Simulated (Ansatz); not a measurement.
## Redistribution: CH2BrCl + CHBr2I → CH2BrI + CHBr2Cl

Species: CH2BrCl (bromochloromethane) `ClCBr`, singlet; CHBr2I `BrC(Br)I`, singlet; CH2BrI (bromoiodomethane) `BrCI`, singlet; CHBr2Cl (chlorodibromomethane) `ClC(Br)Br`, singlet. The partners trade Cl for I; both sit on C, so the bond types are kept.

Shapes, held fixed at every level: PBE0-D4/def2-TZVP. Programs: Ansatz 0.2.0. The zero-point and thermal change to 298 K, harmonic and unscaled (PBE0-D4/def2-TZVP), is -0.5 kJ/mol.

```
              level                    kind  ΔH(298 K) (kJ/mol)  less CCSD(T)/def2-TZVPP
B3LYP-D4/def2-TZVPP           global hybrid                -2.0                     +0.2
BHLYP-D4/def2-TZVPP           global hybrid                -1.2                     +1.0
 wB97M-V/def2-TZVPP  range-separated hybrid                -3.0                     -0.8
 wB97X-V/def2-TZVPP  range-separated hybrid                -2.7                     -0.5
       MP2/def2-SVP     perturbation theory                -2.8                     -0.6
    CCSD/def2-TZVPP   coupled cluster or CI                -2.4                     -0.2
 CCSD(T)/def2-TZVPP   coupled cluster or CI                -2.2                      0.0
```

The highest level, CCSD(T)/def2-TZVPP, gives ΔH(298 K) = -2.2 kJ/mol; the levels span -3.0 to -1.2. That is about zero within the method's error. The column of differences is taken from that level and isn't an error. No measured value is set beside it here. For atoms past krypton def2 sets carry core potentials with scalar relativity. Relativity is left out for Br unless named. Correlated rows may include outer-core shells of Br, I, which these sets cover unevenly.
